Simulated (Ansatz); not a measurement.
**What each rung costs, and what it gives**

Saddle point of SiNH₇F₂, singlet (SiNH₅ ([NH2][SiH3]) + HF + HF → SiNH₄F ([NH2][SiH2][F]) + HF + H₂; bonds formed: Si1–F7, H2–H8, H6–F9; bonds broken: Si1–H2, H6–F7, H8–F9), PBE0-D4/def2-TZVP structure:

```tsv
atom	x (Å)	y (Å)	z (Å)
Si1	-0.3309	-0.6762	0.0888
H2	1.1531	-0.3659	0.7948
H3	-0.0889	-1.5975	-1.0395
H4	-0.4735	-1.5853	1.2741
N5	-1.6787	0.3058	0.3528
H6	1.3285	0.9332	-0.9969
F7	0.2211	0.7144	-1.1761
H8	1.7471	0.1434	0.2820
F9	2.3397	0.8912	-0.4983
H10	-2.3013	0.1288	1.1204
H11	-1.9163	1.1082	-0.2020
```

Barriers are electronic and count from the start structure reached by relaxing down the imaginary mode.

Computed with Ansatz 0.2.0 (basis: as named in each row); correlated methods freeze the cores. B3LYP uses VWN-RPA correlation. Extrapolation: Hartree–Fock as exp(−7.88 √X), correlation as X^−2.97.

Times are rough, for one single point on 4 threads of a shared host (Intel Xeon).

The estimate by CCSD(T) at an estimated basis limit (MP2 extrapolated from triple and quadruple zeta, plus CCSD(T) − MP2 in triple zeta) is 28.41 kcal/mol.

```json
{"method": "HF", "basis": "STO-3G", "time (s)": "under 1", "barrier (kcal/mol)": "55.09", "method less estimate": "26.68"}
{"method": "PBE-D4", "basis": "STO-3G", "time (s)": "under 1", "barrier (kcal/mol)": "-16.22", "method less estimate": "-44.63"}
{"method": "SPW92", "basis": "def2-SVP", "time (s)": "under 1", "barrier (kcal/mol)": "3.35", "method less estimate": "-25.07"}
{"method": "PBE-D4", "basis": "def2-SVP", "time (s)": "1", "barrier (kcal/mol)": "14.06", "method less estimate": "-14.35"}
{"method": "B3LYP-D4", "basis": "6-31G", "time (s)": "1", "barrier (kcal/mol)": "20.88", "method less estimate": "-7.54"}
{"method": "PBE0-D4", "basis": "def2-SVP", "time (s)": "2", "barrier (kcal/mol)": "20.18", "method less estimate": "-8.23"}
{"method": "SPW92", "basis": "def2-TZVPP", "time (s)": "3", "barrier (kcal/mol)": "7.91", "method less estimate": "-20.50"}
{"method": "PBE-D4", "basis": "def2-TZVPP", "time (s)": "3", "barrier (kcal/mol)": "18.45", "method less estimate": "-9.97"}
{"method": "BLYP-D4", "basis": "def2-TZVPP", "time (s)": "4", "barrier (kcal/mol)": "21.78", "method less estimate": "-6.64"}
{"method": "BHLYP-D4", "basis": "def2-TZVPP", "time (s)": "4", "barrier (kcal/mol)": "30.41", "method less estimate": "1.99"}
{"method": "wB97M-V", "basis": "def2-SVP", "time (s)": "4", "barrier (kcal/mol)": "21.17", "method less estimate": "-7.24"}
{"method": "PBE0-D4", "basis": "def2-TZVPP", "time (s)": "5", "barrier (kcal/mol)": "23.42", "method less estimate": "-4.99"}
{"method": "B3LYP-D4", "basis": "def2-TZVPP", "time (s)": "5", "barrier (kcal/mol)": "25.14", "method less estimate": "-3.28"}
{"method": "r2SCAN-D4", "basis": "def2-TZVPP", "time (s)": "6", "barrier (kcal/mol)": "19.25", "method less estimate": "-9.17"}
{"method": "r2SCAN0-D4", "basis": "def2-TZVPP", "time (s)": "6", "barrier (kcal/mol)": "23.48", "method less estimate": "-4.93"}
{"method": "CAM-B3LYP-D4", "basis": "def2-TZVPP", "time (s)": "6", "barrier (kcal/mol)": "24.64", "method less estimate": "-3.77"}
{"method": "CCSD(T)", "basis": "def2-SVP", "time (s)": "6", "barrier (kcal/mol)": "29.87", "method less estimate": "1.46"}
{"method": "B97M-V", "basis": "def2-TZVPP", "time (s)": "10", "barrier (kcal/mol)": "24.56", "method less estimate": "-3.85"}
{"method": "wB97X-V", "basis": "def2-TZVPP", "time (s)": "10", "barrier (kcal/mol)": "25.78", "method less estimate": "-2.64"}
{"method": "wB97M-V", "basis": "def2-TZVPP", "time (s)": "10", "barrier (kcal/mol)": "24.99", "method less estimate": "-3.42"}
{"method": "B2PLYP", "basis": "def2-TZVPP", "time (s)": "11", "barrier (kcal/mol)": "26.62", "method less estimate": "-1.80"}
{"method": "PBE-QIDH", "basis": "def2-TZVPP", "time (s)": "11", "barrier (kcal/mol)": "26.48", "method less estimate": "-1.93"}
{"method": "RPA on PBE", "basis": "def2-TZVPP", "time (s)": "11", "barrier (kcal/mol)": "27.60", "method less estimate": "-0.81"}
{"method": "MP2", "basis": "def2-QZVPP", "time (s)": "34", "barrier (kcal/mol)": "26.78", "method less estimate": "-1.63"}
{"method": "CCSD(T)", "basis": "def2-TZVPP", "time (s)": "140", "barrier (kcal/mol)": "28.45", "method less estimate": "0.04"}
```

All methods are single points on the PBE0-D4 structures; a negative value means that the method puts the saddle structure below the start.

No T1 diagnostic of these runs exceeds 0.012.

Labels in which every atom is bracketed show which atoms are joined, not bond orders.
